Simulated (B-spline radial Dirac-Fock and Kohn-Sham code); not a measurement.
**X-ray form factors of ruthenium in several charge states**

Level of theory: Dirac-Fock orbitals of the configuration average with a finite nucleus; a radial finite-basis atomic code.

Configurations: Ru²⁰⁺ [Ar] 3d6; Ru²¹⁺ [Ar] 3d5; Ru²²⁺ [Ar] 3d4; Ru²⁶⁺ [Ne] 3s2 3p6. The first column is f₀ of Ru²⁰⁺, the others are differences from it.

| s (Å⁻¹) | Ru²⁰⁺ | Δ Ru²¹⁺ | Δ Ru²²⁺ | Δ Ru²⁶⁺ |
| --- | --- | --- | --- | --- |
| 0 | 24.000 | -1.000 | -2.000 | -6.000 |
| 0.1 | 23.828 | -0.986 | -1.972 | -5.926 |
| 0.2 | 23.321 | -0.944 | -1.892 | -5.709 |
| 0.3 | 22.511 | -0.879 | -1.765 | -5.366 |
| 0.4 | 21.446 | -0.795 | -1.601 | -4.921 |
| 0.5 | 20.185 | -0.699 | -1.414 | -4.404 |
| 0.7 | 17.337 | -0.496 | -1.013 | -3.279 |
| 0.9 | 14.460 | -0.313 | -0.649 | -2.214 |
| 1.1 | 11.911 | -0.173 | -0.367 | -1.350 |
| 1.4 | 9.041 | -0.050 | -0.112 | -0.504 |

Values without a named source are computed, but for edge energies of neutral atoms, which are taken from tables.
